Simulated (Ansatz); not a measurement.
`N[SiH](F)CCl` + `N[SiH](O)O` → `N[Si@H](F)O[Si@@H](N)O` + `CCl`  (ligand exchange at the Si–C bond)

Program: Ansatz. Geometries: PBE0-D4/def2-TZVP. ΔE: electronic, gas phase. CCSD(T)/CBS adds triple-zeta CCSD(T) − MP2 to the extrapolated MP2 energy (def2 sets, frozen cores). This one scheme is used for every species. DFT in def2-TZVPP. Each species was taken in one conformer, which may not be the lowest.

Q: Is it downhill or uphill in electronic energy at CCSD(T)/CBS, and by how much? (Best estimate.)

A: The calculation gave: Downhill: ΔE = -1.48 eV.

Q: What do these levels give: ωB97X-V, r2SCAN, HF/def2-TZVPP, SCS-MP2/def2-TZVPP, MP2/def2-QZVPP, CCSD/CBS(def2)? (An estimate is asked.)

A: The calculation gave: ωB97X-V -1.46, r2SCAN -1.47, HF/def2-TZVPP -1.69, SCS-MP2/def2-TZVPP -1.51, MP2/def2-QZVPP -1.49, CCSD/CBS(def2) -1.51 eV.

Largest T1 diagnostic among the species: 0.011.

In def2-TZVPP, CCSD(T) changes the Hartree–Fock value by +0.21 eV (the triples alone add +0.03 eV) and MP2 by +0.21 eV. From PBE to PBE0 (25 % exact exchange), in def2-TZVPP and without D4, ΔE moves by −0.08 eV.
